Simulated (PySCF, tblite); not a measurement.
Isomers of C6H12NOP, one GFN2-xTB conformer each. Single-point energies are computed at PBE0/pcSseg-1 (PySCF, gas phase, no added dispersion term), electronic only.

```json
{"SMILES": "CCN(C)P1C=C1OC", "GFN2-xTB relative energy (kcal/mol)": "53.6"}
{"SMILES": "CC[P@@](C)(=O)CCC#N", "GFN2-xTB relative energy (kcal/mol)": "0.0"}
```

Conformers: `[CH3:1][CH2:2][N:3]([CH3:4])[P:5]1[CH:6]=[C:7]1[O:8][CH3:9]` with C1–C2–N3–C4 66°, C2–N3–P5–C6 179°, C6–C7–O8–C9 178°; `[CH3:1][CH2:2][P@@:3]([CH3:4])(=[O:5])[CH2:6][CH2:7][C:8]#[N:9]` with C1–C2–P3–C4 -171°, C2–P3–C6–C7 -170°, P3–C6–C7–C8 -79°.

**Question.** What does PBE0/pcSseg-1 give for the same structures?

**Answer.** 
```
             SMILES  PBE0/pcSseg-1 E (Eh)  PBE0/pcSseg-1 (kcal/mol)  GFN2-xTB (kcal/mol)  point group
CC[P@@](C)(=O)CCC#N            -706.59536                       0.0                  0.0           C1
     CCN(C)P1C=C1OC            -706.48282                      70.6                 53.6           C1
```

Both levels put the same isomer lowest. As drawn, the lower has a C≡N group and a P=O bond, which the higher lacks; the higher has a three-membered ring and a C=C bond outside aromatic rings, which the lower lacks.

**Question.** Which frontier levels, dipoles and rotational constants go with these structures?

**Answer.** 
```
             SMILES  HOMO (eV, PBE0/pcSseg-1)  LUMO (eV)  dipole (D)       A, B, C (MHz)
CC[P@@](C)(=O)CCC#N                     -7.84       0.41        4.57  2589, 842.2, 769.2
     CCN(C)P1C=C1OC                     -5.66       0.36        1.54  2470, 815.3, 747.9
```

**Question.** What happens when harmonic zero-point energies from GFN2-xTB frequencies are added?

**Answer.** 
```tsv
SMILES	ZPE (kcal/mol)	electronic (kcal/mol)	with ZPE (kcal/mol)
CC[P@@](C)(=O)CCC#N	106.5	0.0	0.0
CCN(C)P1C=C1OC	106.7	70.6	70.9
```

The zero-point energies span 0.2 kcal/mol. The order is unchanged.
